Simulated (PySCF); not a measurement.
**Electron correlation in Hg²⁺ (mercury, charge +2)**

[Xe] 4f14 5d9 6s1, high-spin 3D determinant (an excited configuration). Calculation: PySCF 2.14, in x2c-TZVPPall (11s7p7d3f1g, 97 functions); the spin-free X2C one-electron Hamiltonian (Gaussian nucleus). Frozen: [Xe] 4f14; 10 electrons correlated.

```json
{"level": "CCSD", "correlation energy (mhartree)": "-276.32"}
{"level": "(T)", "correlation energy (mhartree)": "-7.45"}
{"level": "CCSD(T)", "correlation energy (mhartree)": "-283.77"}
```

Diagnostics: T1 = 0.0051, D1 = 0.0183, largest double amplitude 0.022.

Is a single reference adequate?

Yes, within this model without spin-orbit coupling: T1 lies below 0.03 and no double amplitude reaches 0.07.
